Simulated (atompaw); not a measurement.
LDA (PW92) PAW (atompaw) dataset for silver, scalar-relativistic all-electron reference.

```
Element                 : Ag (Z = 47)
Generator               : atompaw 4.2.0.5
Type                    : PAW
Functional              : LDA (PW92)
Relativity              : scalar-relativistic
Frozen core             : [Ar] 3d10
Valence charge          : 19
Reference configuration : 4s2 4p6 4d9 5s0 5p0 (charge +2)
Partial waves           : 4s (bound): rc 1.55 bohr; 5s (bound, empty): rc 1.70 bohr; 4p (bound): rc 1.30 bohr; 5p (bound, empty): rc 1.70 bohr; 4d (bound): rc 1.40 bohr; 4d channel at 1.65 Ry: rc 1.70 bohr
Local potential         : ultrasoft scheme with l = 3 at 0.5 Ry, radius 1.45 bohr
Core correction         : smooth core density matched at 1.20 bohr
Augmentation charge     : sinc compensation charge, radius 1.60 bohr; PAW radius 1.70 bohr; waves and projectors: custom polynom vanderbiltortho
```

Estimate the cutoffs (Ry, on a coarse ladder) from which the occupation-weighted sum of valence levels, in a spherical-Bessel basis at the reference potential, stays within 10 and 1 mRy of its value at 400 Ry.

70 Ry and 110 Ry.

What does a ghost test show?

No extra level below or beside the all-electron valence levels (s, p, d, f tested).

Is the overlap operator S = 1 + Σ q|β⟩⟨β| positive definite (Bessel basis up to 400 Ry)?

Yes: its lowest eigenvalue is 0.64 (p channel).
